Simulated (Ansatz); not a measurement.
Input file for Ansatz (an electronic-structure program): R-CCSDT(Q)/cc-pVDZ on OH (SMILES [OH+]), 2S+1 = 1, a spin state set in the input, which need not be the lowest. Charge +1.

Ansatz 0.2 input:
```yaml
crystal:
  periodic: [false, false, false]
  atoms:
    - {symbol: O, position_ang: [-0.00000000, -0.00000000, -0.11563120]}
    - {symbol: H, position_ang: [0.00000000, 0.00000000, 0.92504958]}
basis:
  gaussian:
    orbitals: cc-pVDZ
total_charge: 1
magnetization: {spin_polarized: false}
correlation: {method: ccsdt_q, electrons: outside_noble_gas}
scf: {omitted_lower_state_checks: [cluster_reference]}
```

Program output:

```
WARN ansatz: RAYON_NUM_THREADS=2 ignored (pool sized by the plan → 2); use --threads N
Functional definition: HF
these checks for a lower state are left out or cut short: cluster_reference
integrals: 0.00 GiB planned
276 factors; integrals over basis functions are off by at most 1.3e-7 eV
mean field: 0.04 GiB planned
mean field evaluation 1: about -2036.1305 eV, gradient 1.6e1 eV
mean field evaluation 2: about -2036.1302 eV, gradient 1.6e1 eV
mean field evaluation 4: about -2036.6476 eV, gradient 6.1e-1 eV
mean field evaluation 8: about -2036.6488 eV, gradient 1.4e-4 eV
mean field evaluation 16: about -2036.6488 eV, gradient 8.5e-5 eV
mean field -2036.64882767 eV, -74.8454639266 hartree, gradient 2.2e-6 eV, S^2 0.000000; 2 other end points of the search recorded, 0 dependent functions left out; unrestricted orbitals would lower it
1 core orbitals not correlated
reference -2036.64882767 eV, -74.8454639266 hartree; 3, 3 occupied and 15, 15 virtual orbitals, 276 factors
second order -3.41393168 eV of doubles, -0.00000000 eV of singles
coupled cluster: 0.05 GiB planned
cycle   1  -3.88830881 eV  change   -4.7e-1 eV  update   5.0e-2
cycle   2  -4.16930834 eV  change   -2.8e-1 eV  update   3.1e-2
cycle   3  -4.23349756 eV  change   -6.4e-2 eV  update   2.2e-2
cycle   4  -4.27058147 eV  change   -3.7e-2 eV  update   2.0e-2
cycle   5  -4.32029987 eV  change   -5.0e-2 eV  update   1.8e-2
cycle   6  -4.39396251 eV  change   -7.4e-2 eV  update   1.8e-2
cycle   7  -4.60338487 eV  change   -2.1e-1 eV  update   1.7e-2
cycle   8  -4.83733666 eV  change   -2.3e-1 eV  update   1.1e-2
cycle   9  -4.79675786 eV  change    4.1e-2 eV  update   3.0e-3
cycle  10  -4.85516990 eV  change   -5.8e-2 eV  update   2.3e-3
cycle  11  -4.82669183 eV  change    2.8e-2 eV  update   1.1e-3
cycle  12  -4.83751424 eV  change   -1.1e-2 eV  update   6.3e-4
cycle  13  -4.83657806 eV  change    9.4e-4 eV  update   7.9e-5
cycle  14  -4.83750406 eV  change   -9.3e-4 eV  update   7.1e-5
cycle  15  -4.83771369 eV  change   -2.1e-4 eV  update   1.9e-5
cycle  16  -4.83761691 eV  change    9.7e-5 eV  update   8.7e-6
cycle  17  -4.83761244 eV  change    4.5e-6 eV  update   1.5e-6
cycle  18  -4.83761322 eV  change   -7.9e-7 eV  update   8.5e-7
cycle  19  -4.83761066 eV  change    2.6e-6 eV  update   4.8e-7
cycle  20  -4.83761297 eV  change   -2.3e-6 eV  update   2.2e-7
cycle  21  -4.83761253 eV  change    4.5e-7 eV  update   8.6e-8
coupled cluster: 0.05 GiB planned
perturbative correction -0.01129165 eV, -0.0004149606 hartree
WARN: these amplitudes may be one of several solutions (largest doubles amplitude 0.97, level shift 0.00 eV)
Total energy: -2041.49773185 eV, -75.0236578685 hartree
Checks for a lower state left out: cluster_reference
```

The calculation finished and met its thresholds.

Warnings raised: other roots.

Cost: about 0.8 core-seconds (a rough figure).
